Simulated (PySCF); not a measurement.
**Substituent effects on chemical shifts**

Parent skeleton `[SiH3:1][O:2][c:3]1[cH:4][cH:5][cH:6][cH:7][cH:8]1`; one hydrogen on atom 4 is replaced by X. Hydrogens on one atom are averaged.

- GFN2-xTB structure
- shielding tensors at PBE0/pcSseg-1 (GIAO)
- code: PySCF 2.14
- single conformer, fast rotation and ring inversion assumed for equivalent nuclei, isolated molecule, relativity neglected

References, each an isolated molecule treated in the same way: TMS for $^{29}$Si (349.16 ppm) and $^{13}$C (186.93 ppm) and $^{1}$H (31.72 ppm); $^{17}$O (336.08 ppm) against H2O.

Parent (X = H): Si1 -44.5, O2 92.6, C3 162.3, C4 122.1, C5 135.1, C6 126.3, C7 135.1, C8 122.1, H(Si1) 5.15 ppm. Effects are Δδ = δ(X) − δ(H), positive for deshielding.

Four derivatives gave (Δδ, ppm):
```tsv
compound	Si1	O2	C3	C4	C5	C6	C7	C8	H(Si1)
1	+0.9	+2.0	-5.5	+17.5	-8.6	+0.8	-6.7	-4.8	+0.05
2	+2.4	-15.7	-11.2	+29.0	-12.3	+0.6	-8.2	+0.7	+0.07
3	+4.5	-25.5	-14.3	+33.0	-14.7	+2.2	-11.7	-4.1	+0.04
4	+3.6	-5.1	+2.9	+8.1	+0.5	+0.5	+6.1	-2.2	+0.11
```

Their substituents are CHO, OH, OSiH3, SCH3. Which is which?

Results:

1: X = SCH3 (CSc1ccccc1O[SiH3]); 2: X = OSiH3 ([SiH3]Oc1ccccc1O[SiH3]); 3: X = OH (Oc1ccccc1O[SiH3]); 4: X = CHO (O=Cc1ccccc1O[SiH3]).

Experimental scales use liquid or dissolved standards, which lie at an offset from isolated H2O (liquid H2O: subtract about 36 ppm).
